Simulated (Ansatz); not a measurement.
**Appearance energy of a fragment ion: C6H16BN → [C4H9]+ + C2H7BN + e⁻**

Species: C6H16BN `BN(CC)C(C)(C)C`, singlet; [C4H9]+ `C[C+](C)C`, singlet; C2H7BN `B[N]CC`, doublet. 

Shapes, held fixed at every level: PBE0-D4/def2-TZVP. Flexible molecules stand in one conformer, not always the lowest. Programs: Ansatz 0.2.0. Electronic energies: no zero-point or thermal term.

(1) Estimate ΔE of this reaction.

## Answers

(1) The highest level, CCSD(T)/CBS estimate, gives ΔE = +10.85 eV; the levels span +10.09 to +10.85. The column of differences is taken from that level and isn't an error. No measured value is set beside it here. Open shells run unrestricted. The CBS estimate extrapolates MP2 from def2-TZVPP and def2-QZVPP and adds CCSD(T) − MP2 in the triple-zeta set, cores frozen. The onset seen in experiment also holds zero-point changes and kinetic shifts. CCSD(T)/CBS estimate lies outside the range of all other levels here, so it shouldn't be taken on trust.

| level | kind | ΔE (eV) | less CCSD(T)/CBS estimate |
| --- | --- | --- | --- |
| PBE-D4/def2-TZVPP | GGA | +10.09 | -0.76 |
| BHLYP-D4/def2-TZVPP | global hybrid | +10.17 | -0.68 |
| r2SCAN0-D4/def2-TZVPP | global hybrid | +10.22 | -0.63 |
| wB97M-V/def2-TZVPP | range-separated hybrid | +10.45 | -0.40 |
| B2PLYP/def2-TZVPP | double hybrid | +10.19 | -0.66 |
| CCSD(T)/def2-SVP | coupled cluster or CI | +10.62 | -0.23 |
| CCSD/def2-TZVPP | coupled cluster or CI | +10.56 | -0.29 |
| CCSD(T)/CBS estimate | coupled cluster or CI | +10.85 | 0.00 |
